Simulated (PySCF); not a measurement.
# Correlation energy of C(2+) (carbon, charge +2)

[He] 2s1 3s1, high-spin 3S determinant (an excited configuration). Computed with PySCF 2.14 in x2c-TZVPPall with one added diffuse shell each of s, p, d type (6s4p3d1f, 40 functions), with scalar relativity by spin-free X2C-1e. Frozen: 1s2; 2 electrons correlated.

With two correlated electrons CCSD is exact within the correlated space (frozen core and kept virtual orbitals).

| level | correlation energy (mhartree) |
| --- | --- |
| CCSD | -11.13 |

Diagnostics: T1 = 0.0074, D1 = 0.0148, largest double amplitude 0.084.

The outer electron is Rydberg-like, and this basis confines it to a smaller radius and binds it less than a complete one would.

Cost of the coupled-cluster step: of the order of 0.6 core-seconds, for 2 correlated electrons.
